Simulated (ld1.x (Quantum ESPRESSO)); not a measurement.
# Nb (Z = 41), TM: configuration errors across variants

ld1.x (Quantum ESPRESSO) 7.5 input, shortened:

```
&input
   title='Nb', zed=41., rel=1, dft='PBESOL', iswitch=3,
   config='[Kr] 4d3 5s2 5p0'
 /
 &inputp
   pseudotype=2, tm=.true., lloc=-1, rcloc=1.60,
   nlcc=.false.
 /
3
5S  1  0   2.00   0.00  2.25  2.25  0.0
4P  2  1   6.00   0.00  1.70  1.70  0.0
4D  3  2   3.00   0.00  2.70  2.70  0.0
 &test
   configts(1)='4p6 4d3 5s2 5p0'
 /
```

All-electron excitation energies from the reference (eV): (1) 4p6 4d4 5s1 5p0 0.534; (2) 4p6 4d4 5s0 5p0 7.186; (3) 4p6 4d3 5s0 5p0 21.214; (4) 4p6 4d4 5s0 5p1 3.528; (5) 4p6 4d3 5s1 5p0 7.572; (6) 4p6 4d4.5 5s0.5 5p0 1.100; (7) 4p6 4d5 5s0 5p0 1.818.

3 further variants failed, have other tests or another functional or relativity, and are left out.

A true bound ghost makes a file unfit for plane-wave use even where its test errors are small: the radial tests pick states by their node count and pass the ghost by.

Errors AE − PS in meV (a dash: test not solved or not reliable):

| change | (1) | (2) | (3) | (4) | (5) | (6) | (7) | bound ghosts |
| --- | --- | --- | --- | --- | --- | --- | --- | --- |
| base | -4.9 | -17 | -7.8 | -5.2 | -1.3 | -11 | -21 | s |
| wave 4p (bound): rc 1.70 bohr becomes 4p (bound): rc 2.40 bohr | -4.6 | -17 | -7.8 | +7.2 | -1.2 | -11 | -20 | s |
| local potential the p channel | -9.3 | -16 | -7.2 | +16 | -3.6 | -14 | -17 | s |
| wave 4d (bound): rc 2.70 bohr becomes 4d (bound): rc 2.62 bohr | -6.4 | -21 | -8.1 | -7.6 | -1.4 | -14 | -25 | s |
| all radii scaled by about 1.22 (s 2.74, p 2.06, d 3.28 bohr); local potential all-electron potential smoothed inside 1.94 bohr (lloc = -1) | +7.8 | +6.4 | -19 | +117 | -2.6 | +13 | +17 | s |
| local potential all-electron potential smoothed inside 2.20 bohr (lloc = -1) | – | -18 | -8.0 | -18 | -3.9 | -19 | -24 | s |
| type TM semilocal; local potential the p channel | -4.7 | -17 | -10 | +13 | -0.5 | -15 | -30 | none |
| wave 4d (bound): rc 2.70 bohr becomes 4d (bound): rc 3.18 bohr | +14 | +23 | -7.7 | +23 | -0.2 | +24 | +33 | d, s |

(1) Give the same row for: wave 5s (bound): rc 2.25 bohr becomes 5s (bound): rc 2.12 bohr.

## Answers

(1) -0.7, -4.1, -1.9, +6.6, -0.5, -2.7, -6.7; bound ghosts: s.
